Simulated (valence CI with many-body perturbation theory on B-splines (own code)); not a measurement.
# V¹⁷⁺: fill in the table

Level of theory: relativistic CI+MBPT: four valence electrons over a frozen Dirac-Fock core [He], a basis of 11 s, 11 p, 10 d, 8 f, 5 g, 2 h functions for each j, with the one-electron correlation potential Σ1 (screened to all orders), the two-electron term Σ2, the three-electron term Σ3, Breit, model QED; selected single and double excitations, second order for the rest, scaled by the run's own slope (own B-spline code, finite nucleus).

No measured levels were compared; by estimate levels of excited configurations hold to 0.05 to 0.15 % of their energy, terms of the ground configuration to about 0.5 %. Among the levels kept, up to 850 cm⁻¹ of a level comes from second order outside the variational space, and about a tenth of that is noise between levels of different J, which matters for small intervals.

| Level | E (cm⁻¹) |
| --- | --- |
| 2s2 2p2 3P_0 | 0 |
| 2s2 2p2 3P_1 | 37857 |
| 2s2 2p2 3P_2 | ? |
| 2s2 2p2 1D_2 | 161090 |
| 2s2 2p2 1S_0 | ? |
| 2s 2p3 5S°_2 | ? |
| 2s 2p3 3D°_2 | 623900 |
| 2s 2p3 3D°_1 | 625180 |
| 2s 2p3 3D°_3 | 635030 |
| 2s 2p3 3P°_0 | 732060 |
| 2s 2p3 3P°_1 | 735620 |
| 2s 2p3 3P°_2 | 743610 |
| 2s 2p3 3S°_1 | ? |
| 2s 2p3 1D°_2 | 908960 |
| 2s 2p3 1P°_1 | 1015200 |
| 2p4 3P_2 | 1359000 |
| 2p4 3P_1 | 1411000 |
| 2p4 3P_0 | ? |
| 2p4 1D_2 | 1480800 |
| 2p4 1S_0 | ? |

(1) The levels stand in rising order. What does the calculation give for the missing energies?

## Answers

(1) 2s2 2p2 3P_2 68176; 2s2 2p2 1S_0 269140; 2s 2p3 5S°_2 366680; 2s 2p3 3S°_1 897820; 2p4 3P_0 1416500; 2p4 1S_0 1669200.
